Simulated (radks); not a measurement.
Q: These are the eigenvalues of the occupied orbitals of an atom or ion with whole-number occupations (Ry). All-electron calculation, non-relativistic Kohn-Sham, TPSS, spin-polarised, spherical densities, point nucleus; meta-GGA in the generalised Kohn-Sham scheme. Program: a radial shooting solver on a logarithmic mesh with Libxc functionals.

orbital  eigenvalue
1s up     -3876.645
1s down   -3876.643
2s up     -771.5341
2s down   -770.1737
2p up     -744.8240
2p down   -743.8151
3s up     -288.7274
3s down   -287.3810
3p up     -277.8075
3p down   -276.2905
3d up     -259.4549

Which element is it, and in what charge state? The configuration may be excited. Open shells, if any, are filled with parallel spins first.

A: Z = 66, dysprosium, charge +44: Dy44+ in [Ar] 3d4. The list shows which subshells hold electrons but not how many an open one holds; the 1s level, -1938.3 hartree, gives Z - s = 62.3 by -(Z - s)^2/2, which with screening narrows Z to a few neighbours, and the depths of the outer levels then fix element, charge and occupations together.
